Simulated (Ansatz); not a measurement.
Consider the redistribution: `[CH3][Ga]([NH2])[NH2]` + `NBCF` → `[CH3][Ga]([NH2])[CH2]F` + `NBN`.

Gas-phase electronic energies from Ansatz, PBE0-D4/def2-TZVP geometries. CCSD(T)/CBS is the MP2 limit (def2-TZVPP, def2-QZVPP) plus CCSD(T) − MP2 in def2-TZVPP, frozen cores. For Ga outer-core shells are correlated without core-valence functions, which leaves a few kJ/mol of doubt a bond. Scalar relativity is left out up to krypton. One conformer a species, not always the lowest.

```
                 species  CCSD(T)/CBS(def2) energy (Eh)
 `[CH3][Ga]([NH2])[NH2]`                    -2075.67081
                  `NBCF`                     -220.38912
`[CH3][Ga]([NH2])[CH2]F`                    -2158.77181
                   `NBN`                     -137.29421
```

Question: Work out ΔE.

Answer: ΔE = (-2158.77181) + (-137.29421) − (-2075.67081) − (-220.38912) = -0.00609 Eh = -16.0 kJ/mol.

Largest T1 diagnostic among the species: 0.012.
